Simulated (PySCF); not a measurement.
Assignment exercise: C6H13P

Geometry:
```csv
atom,x (Å),y (Å),z (Å)
P1,2.784,-0.541,-0.152
C2,1.018,-0.104,0.310
C3,0.113,-1.313,0.077
C4,-1.338,-0.968,0.400
C5,-1.807,0.213,-0.445
C6,-0.906,1.422,-0.213
C7,0.545,1.077,-0.535
H8,3.357,0.567,0.474
H9,3.011,-1.347,0.964
H10,0.989,0.173,1.371
H11,0.191,-1.620,-0.970
H12,0.447,-2.151,0.695
H13,-1.973,-1.837,0.213
H14,-1.423,-0.714,1.459
H15,-1.777,-0.064,-1.501
H16,-2.840,0.463,-0.193
H17,-1.234,2.256,-0.837
H18,-0.981,1.737,0.831
H19,0.631,0.816,-1.594
H20,1.186,1.945,-0.354
```

All values are calculated (PySCF): NMR shieldings at PBE0/pcSseg-1/GIAO, structure optimised with GFN2-xTB. Isolated molecule, equivalent nuclei averaged, non-relativistic, one conformer.

Chemical shifts δ = σref − σ; 13C (186.93 ppm), 1H (31.72 ppm) vs TMS, all at this level.

(1) Assign these signals to the numbered atoms. 13C{1H} NMR (computed): δ 36.7, 31.7, 30.9, 30.0.

(2) Assign these signals to the numbered atoms. 1H NMR (400 MHz, computed): δ 2.66 (m, 2H), 2.17 (m, 1H), 1.81 (m, 2H), 1.76 (m, 1H), 1.66 (m, 2H), 1.25 (m, 2H), 1.20 (m, 1H), 1.12 (m, 2H).

Answers

(1) 
36.7 → C3/C7, sp3 CH2 in a ring: a saturated carbon with 2 carbon neighbours and no heteroatom attached
31.7 → C2, sp3 CH bonded to P
30.9 → C4/C6, sp3 CH2 in a ring: aliphatic region, no heteroatom directly attached
30.0 → C5, sp3 CH2 in a ring

C2 and C4/C6; C4/C6 and C5 lie closer than the usual error of such a calculation, so a measured spectrum could show them in the other order.

(2) 
2.66 → H8/H9, hydrogen on a phosphorus bonded to C
2.17 → H10, hydrogen on an sp3 CH bonded to P
1.81 → H13/H17, hydrogen on an sp3 CH2 in a ring: far from electronegative atoms and π systems
1.76 → H16, hydrogen on an sp3 CH2 in a ring
1.66 → H12/H20, hydrogen on an sp3 CH2 in a ring
1.25 → H14/H18, hydrogen on an sp3 CH2 in a ring: far from electronegative atoms and π systems
1.20 → H15, hydrogen on an sp3 CH2 in a ring
1.12 → H11/H19, hydrogen on an sp3 CH2 in a ring

H13/H17 and H16; H16 and H12/H20; H14/H18 and H15; H15 and H11/H19 lie closer than the usual error of such a calculation, so a measured spectrum could show them in the other order.

Splittings by 31P in the carbon and heteronuclear signals aren't shown, as no couplings were computed. Shifts are as computed. Against solution values, carbons near 30 ppm lie about +3 ppm off and those near 130 ppm about +5 ppm. Of 1211 compounds with measured shifts, 218 miss one by over three times the rms of a fit or turn the order of signals round; such compounds aren't used in these exercises. Multiplicities follow the n + 1 count of equivalent neighbours, as no J values were calculated; m marks all less simple cases, F and P coupling included.
